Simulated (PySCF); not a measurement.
## Radial density of B²⁺ (boron, charge +2)

PBE, [He] 2s1, 2S determinant. Computed with PySCF 2.14 in Sapporo-DZP-2012, with scalar relativity by spin-free X2C-1e.

```csv
r (bohr),4πr²ρ (e/bohr),4πr²(ρα − ρβ)
0.00615,0.03113,0.0011
0.0103,0.08582,0.0030
0.0174,0.2280,0.0079
0.0293,0.5700,0.0196
0.0492,1.328,0.0449
0.0828,2.694,0.0876
0.139,4.409,0.1310
0.234,5.001,0.1117
0.394,3.140,0.0115
0.662,0.9074,0.1221
1.11,0.6370,0.5912
1.87,0.5082,0.5079
3.15,0.05317,0.0532
5.30,0.0005764,0.0006
```

Densities and radii are taken from the X2C orbitals without a picture-change correction, which distorts them close to the nucleus.
